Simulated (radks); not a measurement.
The nuclear charge of the indium ion In2+ is varied continuously with 47 electrons held in [Kr] 4d10 5s1. All-electron calculation, scalar-relativistic Kohn-Sham, SCAN, spin-polarised, spherical densities, finite nucleus; open shells are filled with parallel spins first (spin-orbit coupling, left out, can overturn this in heavy ions); meta-GGA in the generalised Kohn-Sham scheme; Fermi nuclear charge, rms radius 4.6156 fm. Program: a radial shooting solver on a logarithmic mesh with Libxc functionals. By the Hellmann-Feynman theorem dE/dZ = E(electron-nucleus)/Z, the electronic potential at the nucleus (averaged over a nucleus of fixed radius). The scalar-relativistic energy here is not variational (the density holds large components alone), so the two differ by a part that grows with Z.

Z     E (hartree)  E(electron-nucleus)/Z (hartree)  HOMO  e(HOMO) (eV)  <r> HOMO (bohr)
48.6  -5766.26013                         -286.366    5s       -20.089            2.418
48.8  -5823.87619                         -287.980    5s       -22.294            2.365
49    -5881.81806                         -289.595    5s       -24.567            2.315
49.2  -5940.08625                         -291.210    5s       -26.905            2.268
49.4  -5998.67913                         -292.826    5s       -29.307            2.224
49.6  -6057.59886                         -294.443    5s       -31.773            2.182
49.8  -6116.84384                         -296.060    5s       -34.302            2.143
50    -6176.41634                         -297.678    5s       -36.892            2.105

The central difference of E at Z = 49 is -290.525 hartree, to compare with the third column; the second derivative is -8.16 hartree.
